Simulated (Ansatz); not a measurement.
Consider the substitution at a C–N bond: `O=C[NH][GeH3]` + `[AlH2][NH][SiH3]` → `O=C[N]([AlH2])[SiH3]` + `[NH2][GeH3]`.

Computed with Ansatz on PBE0-D4/def2-TZVP structures; ΔE is electronic, products minus reactants. CCSD(T)/CBS adds triple-zeta CCSD(T) − MP2 to the extrapolated MP2 energy (def2 sets, frozen cores). For Ge outer-core shells are correlated without core-valence functions, which leaves a few kJ/mol of doubt a bond. Scalar relativity is left out up to krypton. Each species was taken in one conformer, which may not be the lowest.

```tsv
species	CCSD(T)/CBS(def2) energy (Eh)
`O=C[NH][GeH3]`	-2247.05298
`[AlH2][NH][SiH3]`	-589.44550
`O=C[N]([AlH2])[SiH3]`	-702.66937
`[NH2][GeH3]`	-2133.81884
```

(1) Work out ΔE.

Largest T1 diagnostic among the species: 0.015.

## Answers

(1) ΔE = (-702.66937) + (-2133.81884) − (-2247.05298) − (-589.44550) = 0.01027 Eh = +6.4 kcal/mol.

In def2-TZVPP, CCSD(T) changes the Hartree–Fock value by −2.1 kcal/mol (the triples alone add −0.4 kcal/mol) and MP2 by −2.1 kcal/mol. The D4 term adds −0.7 kcal/mol with B3LYP and −0.4 kcal/mol with PBE0; it sums over pairs of atoms, weighted by their polarisabilities, and B3LYP, whose exchange is more repulsive, gets the larger term.

B3LYP here is the variant with VWN-RPA as its local correlation; programs differ in this.
